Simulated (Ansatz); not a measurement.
Born–Oppenheimer molecular dynamics of a periodic cell of 17 atoms, Ge (host Ge, host structure diamond, interstitial Ge). It starts from a relaxed structure.

All numbers below come from Ansatz, DFT PBE-D3(BJ), scalar-relativistic, plane waves, PAW. Settings: accuracy low, cutoff 420 eV, k mesh 2x2x2, fermi-dirac smearing 0.05 eV, no spin polarisation.

| Quantity | Value |
| --- | --- |
| ensemble | NVT, Langevin thermostat |
| time step | 3 fs |
| steps asked | 230 |
| set temperature | 900 K |
| friction | 0.01 /fs |
| seed | 949781 |

Frames 3 fs apart, positions in Å, forces in eV/Å.

Velocities at 450 fs (Å/ps):

```
Ge -0.67 1.62 0.51
Ge 0.40 -4.65 7.42
Ge -0.56 0.65 1.20
Ge -4.41 -3.80 3.44
Ge -2.25 -4.33 -5.16
Ge -0.43 0.71 2.94
Ge 5.72 -6.17 -2.97
Ge -1.76 -0.67 0.78
Ge 7.60 1.91 -1.42
Ge -3.85 -3.80 -2.65
Ge 1.52 3.31 1.64
Ge -6.37 -0.02 -4.45
Ge -1.41 -3.92 -0.25
Ge -0.89 2.52 -2.44
Ge -3.86 1.37 -2.93
Ge 2.29 1.84 -5.30
Ge -1.46 -3.20 -0.68
```

```xyz
17
Lattice="0.0000 5.6600 5.6600 5.6600 0.0000 5.6600 5.6600 5.6600 0.0000" Properties=species:S:1:pos:R:3:forces:R:3 time_fs=450 energy_less_start_eV=1.743 T=947
Ge -0.042 0.229 0.027 0.06 -0.60 0.26
Ge 1.493 1.298 1.602 -0.18 0.92 -0.68
Ge 3.194 2.240 -0.329 0.09 -0.24 0.53
Ge 3.904 4.316 0.964 0.76 -0.57 -0.60
Ge 3.306 0.153 2.689 -0.76 -0.24 0.68
Ge 4.638 1.627 3.990 0.44 1.46 -0.65
Ge 5.818 3.120 2.146 -0.10 -0.31 0.95
Ge 7.729 4.044 3.967 -0.55 -0.21 -0.33
Ge 0.086 3.248 2.412 0.90 0.08 0.14
Ge 1.387 4.605 4.130 -0.73 -0.31 0.03
Ge 2.803 5.699 2.551 -0.26 -0.14 -0.10
Ge 4.966 6.694 3.664 -0.46 0.20 -0.15
Ge 2.698 2.760 5.018 0.64 0.30 -0.35
Ge 4.018 4.422 6.566 -0.72 -0.39 -0.32
Ge 5.783 5.021 5.270 1.93 0.48 -0.64
Ge 6.935 7.034 6.344 -0.77 -0.89 0.68
Ge 8.858 8.102 7.880 -0.29 0.46 0.55
17
Lattice="0.0000 5.6600 5.6600 5.6600 0.0000 5.6600 5.6600 5.6600 0.0000" Properties=species:S:1:pos:R:3:forces:R:3 time_fs=453 energy_less_start_eV=1.811 T=1008
Ge -0.042 0.235 0.028 0.03 -0.76 0.35
Ge 1.493 1.284 1.623 -0.33 0.98 -0.81
Ge 3.190 2.244 -0.325 0.06 -0.27 0.51
Ge 3.890 4.305 0.973 0.91 -0.48 -0.59
Ge 3.299 0.138 2.675 -0.53 -0.09 0.99
Ge 4.635 1.631 4.000 0.37 1.33 -0.86
Ge 5.834 3.099 2.137 -0.25 -0.17 0.97
Ge 7.722 4.041 3.968 -0.53 -0.25 -0.36
Ge 0.108 3.253 2.409 0.68 0.03 0.01
Ge 1.376 4.592 4.122 -0.62 -0.16 0.10
Ge 2.806 5.709 2.556 -0.39 -0.40 -0.06
Ge 4.947 6.694 3.648 -0.29 0.20 -0.05
Ge 2.693 2.749 5.016 0.74 0.50 -0.44
Ge 4.019 4.429 6.558 -0.76 -0.64 -0.26
Ge 5.774 5.022 5.260 2.02 0.55 -0.73
Ge 6.942 7.038 6.327 -0.89 -1.09 0.74
Ge 8.853 8.093 7.879 -0.22 0.71 0.48
17
Lattice="0.0000 5.6600 5.6600 5.6600 0.0000 5.6600 5.6600 5.6600 0.0000" Properties=species:S:1:pos:R:3:forces:R:3 time_fs=456 energy_less_start_eV=1.898 T=984
Ge -0.041 0.243 0.030 -0.03 -0.92 0.39
Ge 1.490 1.270 1.641 -0.42 1.04 -0.88
Ge 3.186 2.249 -0.319 0.02 -0.30 0.47
Ge 3.879 4.293 0.981 1.04 -0.36 -0.55
Ge 3.290 0.121 2.663 -0.31 0.06 1.26
Ge 4.631 1.637 4.009 0.32 1.19 -1.05
Ge 5.850 3.078 2.128 -0.39 -0.03 0.98
Ge 7.712 4.040 3.968 -0.49 -0.31 -0.38
Ge 0.130 3.255 2.410 0.47 -0.03 -0.16
Ge 1.363 4.577 4.115 -0.49 0.01 0.19
Ge 2.810 5.718 2.562 -0.53 -0.68 -0.05
Ge 4.927 6.693 3.628 -0.09 0.18 0.09
Ge 2.688 2.739 5.013 0.83 0.69 -0.51
Ge 4.021 4.436 6.549 -0.81 -0.86 -0.19
Ge 5.769 5.019 5.249 2.06 0.66 -0.81
Ge 6.949 7.039 6.310 -1.00 -1.28 0.80
Ge 8.847 8.085 7.880 -0.17 0.95 0.39
17
Lattice="0.0000 5.6600 5.6600 5.6600 0.0000 5.6600 5.6600 5.6600 0.0000" Properties=species:S:1:pos:R:3:forces:R:3 time_fs=459 energy_less_start_eV=1.993 T=831
Ge -0.037 0.245 0.033 -0.11 -1.01 0.39
Ge 1.486 1.256 1.655 -0.50 1.09 -0.93
Ge 3.183 2.254 -0.310 -0.02 -0.34 0.41
Ge 3.870 4.278 0.987 1.13 -0.22 -0.47
Ge 3.280 0.104 2.655 -0.12 0.19 1.46
Ge 4.629 1.642 4.016 0.30 1.05 -1.18
Ge 5.865 3.060 2.120 -0.51 0.09 1.01
Ge 7.702 4.041 3.965 -0.43 -0.42 -0.40
Ge 0.150 3.255 2.414 0.27 -0.09 -0.35
Ge 1.351 4.563 4.109 -0.36 0.17 0.29
Ge 2.814 5.724 2.570 -0.66 -0.93 -0.09
Ge 4.910 6.691 3.609 0.11 0.16 0.24
Ge 2.683 2.730 5.006 0.91 0.84 -0.56
Ge 4.024 4.442 6.539 -0.82 -1.03 -0.14
Ge 5.768 5.013 5.235 2.04 0.77 -0.84
Ge 6.954 7.041 6.295 -1.07 -1.46 0.85
Ge 8.843 8.079 7.881 -0.15 1.14 0.30
17
Lattice="0.0000 5.6600 5.6600 5.6600 0.0000 5.6600 5.6600 5.6600 0.0000" Properties=species:S:1:pos:R:3:forces:R:3 time_fs=462 energy_less_start_eV=2.077 T=678
Ge -0.034 0.244 0.036 -0.20 -1.07 0.36
Ge 1.483 1.240 1.665 -0.57 1.17 -0.95
Ge 3.179 2.258 -0.303 -0.06 -0.36 0.34
Ge 3.865 4.263 0.994 1.19 -0.09 -0.39
Ge 3.270 0.089 2.650 0.08 0.27 1.59
Ge 4.629 1.648 4.021 0.31 0.91 -1.25
Ge 5.879 3.043 2.113 -0.61 0.20 1.03
Ge 7.693 4.040 3.961 -0.37 -0.53 -0.42
Ge 0.170 3.254 2.415 0.10 -0.15 -0.52
Ge 1.341 4.551 4.104 -0.26 0.29 0.38
Ge 2.817 5.728 2.580 -0.77 -1.14 -0.15
Ge 4.894 6.688 3.592 0.31 0.15 0.37
Ge 2.681 2.724 4.999 0.94 0.94 -0.57
Ge 4.024 4.449 6.527 -0.81 -1.14 -0.08
Ge 5.772 5.004 5.220 1.95 0.86 -0.81
Ge 6.957 7.041 6.282 -1.10 -1.59 0.87
Ge 8.841 8.073 7.879 -0.12 1.30 0.22
17
Lattice="0.0000 5.6600 5.6600 5.6600 0.0000 5.6600 5.6600 5.6600 0.0000" Properties=species:S:1:pos:R:3:forces:R:3 time_fs=465 energy_less_start_eV=2.150 T=736
Ge -0.032 0.243 0.038 -0.29 -1.12 0.32
Ge 1.480 1.223 1.671 -0.61 1.24 -0.96
Ge 3.175 2.263 -0.295 -0.09 -0.38 0.28
Ge 3.860 4.250 1.002 1.25 -0.01 -0.34
Ge 3.261 0.075 2.650 0.26 0.32 1.65
Ge 4.630 1.656 4.024 0.33 0.77 -1.30
Ge 5.892 3.027 2.109 -0.70 0.30 1.02
Ge 7.682 4.038 3.955 -0.30 -0.65 -0.44
Ge 0.192 3.251 2.413 -0.07 -0.21 -0.67
Ge 1.333 4.543 4.100 -0.16 0.37 0.47
Ge 2.821 5.730 2.587 -0.89 -1.31 -0.21
Ge 4.877 6.684 3.577 0.51 0.16 0.49
Ge 2.682 2.718 4.995 0.91 1.04 -0.59
Ge 4.021 4.454 6.514 -0.80 -1.19 -0.01
Ge 5.777 4.994 5.206 1.84 0.94 -0.77
Ge 6.960 7.037 6.271 -1.11 -1.68 0.89
Ge 8.839 8.069 7.875 -0.08 1.42 0.14
17
Lattice="0.0000 5.6600 5.6600 5.6600 0.0000 5.6600 5.6600 5.6600 0.0000" Properties=species:S:1:pos:R:3:forces:R:3 time_fs=468 energy_less_start_eV=2.206 T=627
Ge -0.032 0.243 0.037 -0.36 -1.16 0.29
Ge 1.474 1.205 1.675 -0.60 1.27 -0.92
Ge 3.171 2.266 -0.286 -0.12 -0.40 0.24
Ge 3.857 4.240 1.010 1.31 0.05 -0.30
Ge 3.254 0.060 2.655 0.40 0.37 1.62
Ge 4.631 1.666 4.026 0.34 0.64 -1.33
Ge 5.905 3.011 2.107 -0.78 0.38 1.01
Ge 7.672 4.032 3.950 -0.23 -0.74 -0.45
Ge 0.214 3.249 2.413 -0.24 -0.28 -0.83
Ge 1.326 4.537 4.096 -0.06 0.45 0.59
Ge 2.826 5.731 2.594 -1.03 -1.41 -0.27
Ge 4.861 6.680 3.562 0.72 0.18 0.61
Ge 2.683 2.714 4.992 0.88 1.10 -0.60
Ge 4.019 4.456 6.500 -0.77 -1.17 0.08
Ge 5.782 4.984 5.191 1.70 1.01 -0.70
Ge 6.962 7.032 6.263 -1.10 -1.75 0.90
Ge 8.839 8.069 7.871 -0.05 1.47 0.08
17
Lattice="0.0000 5.6600 5.6600 5.6600 0.0000 5.6600 5.6600 5.6600 0.0000" Properties=species:S:1:pos:R:3:forces:R:3 time_fs=471 energy_less_start_eV=2.230 T=694
Ge -0.038 0.244 0.038 -0.42 -1.20 0.24
Ge 1.465 1.191 1.678 -0.52 1.25 -0.86
Ge 3.169 2.267 -0.278 -0.15 -0.44 0.20
Ge 3.853 4.230 1.017 1.35 0.10 -0.26
Ge 3.246 0.047 2.664 0.49 0.41 1.51
Ge 4.634 1.678 4.026 0.36 0.51 -1.36
Ge 5.918 2.998 2.104 -0.87 0.46 0.99
Ge 7.662 4.024 3.948 -0.13 -0.83 -0.47
Ge 0.235 3.248 2.414 -0.39 -0.34 -0.98
Ge 1.317 4.534 4.092 0.03 0.52 0.71
Ge 2.828 5.729 2.599 -1.14 -1.48 -0.35
Ge 4.845 6.679 3.549 0.91 0.19 0.72
Ge 2.687 2.713 4.987 0.77 1.14 -0.57
Ge 4.016 4.456 6.487 -0.69 -1.09 0.15
Ge 5.791 4.976 5.173 1.46 1.07 -0.56
Ge 6.962 7.027 6.255 -1.03 -1.77 0.86
Ge 8.838 8.070 7.867 -0.03 1.48 0.03
17
Lattice="0.0000 5.6600 5.6600 5.6600 0.0000 5.6600 5.6600 5.6600 0.0000" Properties=species:S:1:pos:R:3:forces:R:3 time_fs=474 energy_less_start_eV=2.237 T=744
Ge -0.046 0.244 0.040 -0.49 -1.23 0.20
Ge 1.451 1.183 1.679 -0.36 1.18 -0.78
Ge 3.169 2.265 -0.268 -0.18 -0.48 0.17
Ge 3.844 4.219 1.024 1.41 0.16 -0.23
Ge 3.240 0.037 2.675 0.51 0.45 1.38
Ge 4.637 1.690 4.026 0.41 0.38 -1.39
Ge 5.931 2.986 2.102 -0.96 0.54 0.95
Ge 7.654 4.012 3.946 0.01 -0.89 -0.51
Ge 0.256 3.248 2.413 -0.55 -0.37 -1.11
Ge 1.306 4.534 4.087 0.12 0.54 0.86
Ge 2.825 5.726 2.605 -1.23 -1.49 -0.43
Ge 4.826 6.679 3.538 1.08 0.20 0.82
Ge 2.695 2.713 4.979 0.58 1.17 -0.50
Ge 4.012 4.454 6.477 -0.56 -0.98 0.16
Ge 5.804 4.965 5.154 1.14 1.13 -0.37
Ge 6.963 7.021 6.249 -0.92 -1.75 0.80
Ge 8.836 8.073 7.863 0.00 1.45 -0.03
17
Lattice="0.0000 5.6600 5.6600 5.6600 0.0000 5.6600 5.6600 5.6600 0.0000" Properties=species:S:1:pos:R:3:forces:R:3 time_fs=477 energy_less_start_eV=2.232 T=781
Ge -0.056 0.243 0.041 -0.54 -1.24 0.18
Ge 1.436 1.180 1.682 -0.18 1.05 -0.72
Ge 3.170 2.262 -0.259 -0.22 -0.52 0.14
Ge 3.837 4.208 1.033 1.44 0.22 -0.18
Ge 3.235 0.028 2.683 0.50 0.51 1.24
Ge 4.642 1.702 4.027 0.47 0.25 -1.43
Ge 5.943 2.975 2.100 -1.05 0.59 0.92
Ge 7.648 3.999 3.943 0.16 -0.94 -0.54
Ge 0.274 3.246 2.411 -0.70 -0.36 -1.20
Ge 1.293 4.536 4.083 0.20 0.52 1.00
Ge 2.818 5.723 2.612 -1.29 -1.46 -0.54
Ge 4.804 6.679 3.530 1.24 0.20 0.92
Ge 2.705 2.714 4.970 0.34 1.19 -0.41
Ge 4.008 4.447 6.469 -0.38 -0.85 0.13
Ge 5.821 4.954 5.136 0.77 1.18 -0.15
Ge 6.965 7.012 6.244 -0.79 -1.69 0.72
Ge 8.834 8.081 7.861 0.02 1.35 -0.08
17
Lattice="0.0000 5.6600 5.6600 5.6600 0.0000 5.6600 5.6600 5.6600 0.0000" Properties=species:S:1:pos:R:3:forces:R:3 time_fs=480 energy_less_start_eV=2.228 T=851
Ge -0.068 0.242 0.042 -0.58 -1.24 0.18
Ge 1.420 1.179 1.683 0.02 0.89 -0.67
Ge 3.171 2.261 -0.252 -0.25 -0.57 0.12
Ge 3.833 4.198 1.042 1.45 0.27 -0.14
Ge 3.231 0.019 2.689 0.48 0.57 1.10
Ge 4.646 1.711 4.027 0.52 0.15 -1.48
Ge 5.957 2.966 2.097 -1.13 0.61 0.88
Ge 7.642 3.987 3.941 0.32 -0.99 -0.58
Ge 0.290 3.242 2.406 -0.84 -0.32 -1.25
Ge 1.276 4.539 4.079 0.26 0.48 1.10
Ge 2.810 5.718 2.619 -1.33 -1.40 -0.66
Ge 4.781 6.682 3.525 1.37 0.21 1.02
Ge 2.715 2.719 4.959 0.11 1.17 -0.31
Ge 4.003 4.438 6.460 -0.17 -0.69 0.08
Ge 5.839 4.944 5.115 0.36 1.25 0.09
Ge 6.968 7.003 6.240 -0.65 -1.61 0.64
Ge 8.829 8.094 7.858 0.04 1.20 -0.11
17
Lattice="0.0000 5.6600 5.6600 5.6600 0.0000 5.6600 5.6600 5.6600 0.0000" Properties=species:S:1:pos:R:3:forces:R:3 time_fs=483 energy_less_start_eV=2.220 T=854
Ge -0.082 0.240 0.043 -0.60 -1.20 0.16
Ge 1.404 1.178 1.684 0.21 0.73 -0.62
Ge 3.173 2.262 -0.244 -0.27 -0.62 0.11
Ge 3.830 4.190 1.050 1.45 0.31 -0.10
Ge 3.227 0.012 2.697 0.44 0.59 0.94
Ge 4.649 1.723 4.023 0.58 0.04 -1.49
Ge 5.969 2.959 2.096 -1.20 0.63 0.82
Ge 7.635 3.973 3.939 0.53 -1.02 -0.64
Ge 0.303 3.238 2.399 -0.95 -0.24 -1.26
Ge 1.259 4.542 4.077 0.28 0.43 1.16
Ge 2.799 5.710 2.627 -1.33 -1.27 -0.79
Ge 4.760 6.683 3.519 1.46 0.22 1.08
Ge 2.723 2.727 4.946 -0.12 1.12 -0.20
Ge 3.999 4.431 6.449 -0.03 -0.55 0.08
Ge 5.856 4.932 5.095 -0.04 1.36 0.32
Ge 6.972 6.992 6.237 -0.50 -1.52 0.57
Ge 8.822 8.108 7.858 0.08 1.01 -0.15
```

Of the whole run (690 fs, mean temperature of the second half 807 K): The mean temperature of the second half is 10 % below the set value. A run of 0.69 ps of so small a system gives no equilibrium averages. Limits of this set-up: coarse k mesh, a small cell, in which the defect meets its images, a typed lattice constant that wasn't relaxed here, low accuracy level.

Time of the run: 23 min on 2 threads of Intel(R) Xeon(R) Platinum 8488C (Sapphire Rapids) (shared host), peak memory 1.4 GiB.
